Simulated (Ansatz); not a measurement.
SbH2(SMe) (CH₅SSb) was relaxed with PBE-D4 (def2-TZVP) in Ansatz in these states: charge +1 doublet, neutral singlet. The geometries follow in no particular order.

In the def2 sets Sb takes a core potential; there is no spin–orbit coupling.

A:

```xyz
8

Sb   -1.733    1.065   -0.012
H    -1.971   -0.360   -0.946
H    -2.723    0.662    1.330
S     0.271    0.257    1.124
C     1.358   -0.325   -0.195
H     0.816   -0.876   -0.972
H     2.102   -0.968    0.296
H     1.880    0.544   -0.626
```

B:

```xyz
8

Sb    0.007    1.713   -0.647
H     0.585    2.779    0.587
H     1.406    2.064   -1.598
S     0.961   -0.315    0.332
C    -0.527   -1.380    0.323
H    -1.317   -0.981    0.972
H    -0.203   -2.350    0.723
H    -0.914   -1.530   -0.692
```

Problem. Judge from the bond lengths which geometry belongs to which state (an estimate).

Solution. A is the charge +1 doublet (S4–C5 1.805 Å, Sb1–H3 1.716 Å, Sb1–H2 1.720 Å); B is the neutral singlet (S4–C5 1.830 Å, Sb1–H3 1.728 Å, Sb1–H2 1.730 Å).
